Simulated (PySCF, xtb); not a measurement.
C3H2F3O, SMILES OC(=[CH])C(F)(F)F, multiplicity 2. One conformer was computed; it need not be the lowest.

Harmonic wavenumbers (cm⁻¹) from xtb 6.7.1 with GFN2-xTB at its own minimum, in rising order: 31, 195, 214, 329, 375, 422, 454, 510, 551, 565, 667, 692, 742, 1077, 1080, 1098, 1128, 1217, 1730, 3256, 3516.

Problem. What does TPSSh-D3(BJ)/def2-SVP in PySCF give at its own minimum? (An estimate is asked for; the answer gives what the named calculation found.)

Solution. 59, 226, 238, 355, 410, 415, 503, 570, 599, 609, 686, 775, 812, 1141, 1192, 1210, 1252, 1382, 1702, 3319, 3765. Paired by order, the mean absolute difference is 69 cm⁻¹ and the zero-point energies are 28.4 and 30.3 kcal/mol.
